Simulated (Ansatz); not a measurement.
Stepwise reaction of `CCO[SiH2]C` with hydrogen fluoride, as a gas-phase model of exchange steps in deposition or etching. ΔE in kJ/mol.

Calculated with Ansatz (gas phase, PBE0-D4/def2-TZVP geometries, no zero-point term in ΔE). CBS: MP2 limit from def2 TZ/QZ plus the TZ coupled-cluster correction, frozen cores. This one scheme is used for every species. DFT in def2-TZVPP. B3LYP here is the variant with VWN-RPA as its local correlation; programs differ in this. One conformer a species, not always the lowest.

```json
{"step": "2", "reaction": "`CCO[SiH](C)F` + H–F → `CCO[Si](C)(F)F` + H₂", "PBE-D4": "-140.9", "B3LYP-D4": "-150.3", "ωB97M-V": "-150.6", "CCSD(T)/CBS": "-146.0"}
```

Task: Give the row of step 1, `CCO[SiH2]C` + H–F → `CCO[SiH](C)F` + H₂. (Estimate.)

Result: Ansatz gave: 
```
step                                  reaction  PBE-D4  B3LYP-D4  ωB97M-V  CCSD(T)/CBS
   1  `CCO[SiH2]C` + H–F → `CCO[SiH](C)F` + H₂  -132.4    -141.6   -142.0       -138.0
```

Task: By hand: ΔE of the 2 steps together at CCSD(T)/CBS.

Result: (-138.0) + (-146.0) = -284.0 kJ/mol, or -142.0 kJ/mol a step.

In ΔE each step is lower than the one before. All are downhill at CCSD(T)/CBS. PBE-D4 differs from CCSD(T)/CBS by 5.1 to 5.6 kJ/mol a step. Only this route is followed, and other bonds may react first. Isolated molecules leave out the surface, adducts and barriers. Largest T1 diagnostic: 0.011.
